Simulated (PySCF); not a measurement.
Isomers of C4H13NSi, mass 103.082 u with the commonest isotopes. Level of theory: PySCF 2.14.0, PBE0-D3(BJ)/def2-SVP geometry optimisation, gas phase. One conformer each, none proved a minimum here; rigid rotors.

Question: Order these by rotational constant C, largest first.
A. `[CH3:1][CH2:2][CH2:3][N:4]([CH3:5])[SiH3:6]` with C1–C2–C3–N4 -59°, C2–C3–N4–C5 -71°
B. SiHMe2(NMe2), `N([SiH](C)C)(C)C`
C. SiH2Me(NHiPr), `[H][Si]([H])(C)NC(C)C`
D. SiH2Me(NMeEt) (`[H][Si]([H])(C)N(C)CC`)

Answer: B (1642 MHz), A (1477 MHz), D (1373 MHz), C (1305 MHz).

Question: Order these by out-of-plane moment Σ m c² = (Ia + Ib − Ic)/2, largest first.
A. `[CH3:1][CH2:2][CH2:3][N:4]([CH3:5])[SiH3:6]` with C1–C2–C3–N4 -59°, C2–C3–N4–C5 -71°
B. SiH2Me(NHiPr) (`C[SiH2]NC(C)C`)
C. `[H][Si](C)(C)N(C)C` (SiHMe2(NMe2))
D. `[SiH2](C)N(C)CC` (SiH2Me(NMeEt))

Answer: C (43.18 u·Å²), A (38.73 u·Å²), B (27.86 u·Å²), D (22.27 u·Å²).

Question: Order these by rotational constant A, smallest first.
A. SiHMe2(NMe2), `[H][Si](C)(C)N(C)C`
B. SiH2Me(NHiPr) (`[H][Si]([H])(C)NC(C)C`)
C. `[CH3:1][CH2:2][CH2:3][N:4]([CH3:5])[SiH3:6]` with C1–C2–C3–N4 -59°, C2–C3–N4–C5 -71°
D. SiH2Me(NMeEt) (`[H][Si]([H])(C)N(C)CC`)

Answer: A (3472 MHz), C (3947 MHz), D (5010 MHz), B (5392 MHz).

| SMILES | point group | Ia (u·Å²) | Ib (u·Å²) | Ic (u·Å²) | κ | μa (D) | μb (D) | μc (D) |
| --- | --- | --- | --- | --- | --- | --- | --- | --- |
| [H][Si](C)(C)N(C)C | C1 | 145.55 | 248.58 | 307.77 | -0.57 | 0.08 | 0.18 | 0.68 |
| [H][Si]([H])(C)N(C)CC | C1 | 100.87 | 311.72 | 368.05 | -0.86 | 0.15 | 0.83 | 0.09 |
| CCCN(C)[SiH3] | C1 | 128.05 | 291.68 | 342.27 | -0.79 | 0.69 | 0.70 | 0.10 |
| [H][Si]([H])(C)NC(C)C | C1 | 93.73 | 349.33 | 387.34 | -0.93 | 0.32 | 0.98 | 0.56 |
